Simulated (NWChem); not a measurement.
Species: C2H7NSi; SMILES C/C=N\[SiH3]

All runs: NWChem. All runs use the structure optimised with B3LYP/6-31G* (spherical d). Level SCAN/def2-SVP: energy and gradient on several grids; changes count from the extra-fine grid, which is no exact limit either.

```tsv
grid	size of the energy change (μHa)	largest change of a gradient component (μHa/bohr)	time, medium = 1 (rough)
xcoarse	4000	4000	about 1
coarse	6000	900	about 1
medium	5000	600	about 1
fine	2000	400	about 1
xfine	< 10	< 30	3
```
